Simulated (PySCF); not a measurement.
# Ta⁶⁰⁺: ionisation energy

Ta⁶⁰⁺ [Ne] 3s2 3p1 [3p1/2^1, M_J = 1/2] → Ta⁶¹⁺ [Ne] 3s2, as a difference of total energies. All numbers are calculated (PySCF 2.14, the two-component X2C-1e Hamiltonian, in an even-tempered Gaussian basis (18 s from 19 bohr⁻², ratio 2.4; 14 p from 24 bohr⁻², ratio 2.4; 4 d from 81 bohr⁻², ratio 2.6; 4 f from 120 bohr⁻², ratio 2.6)). Correlated levels: 1s2 frozen; the 48 highest virtual spinors dropped. "Screened" scales the spin-orbit matrix elements by Boettger's factors to mimic the two-electron term; Breit and QED terms are absent.

```tsv
method	ionisation energy (eV)
GHF (spin-free)	6264.1
GMP2 (spin-free)	6264.7
GHF (screened spin-orbit)	6509.4
GMP2 (screened spin-orbit)	6509.4
```

Breit and QED terms and the two-electron picture change are absent.

The spin-free rows lack the spin-orbit shift.

For comparison: 6502 ± 10 eV (theoretical estimate listed by NIST; NIST Atomic Spectra Database, ionization energies).
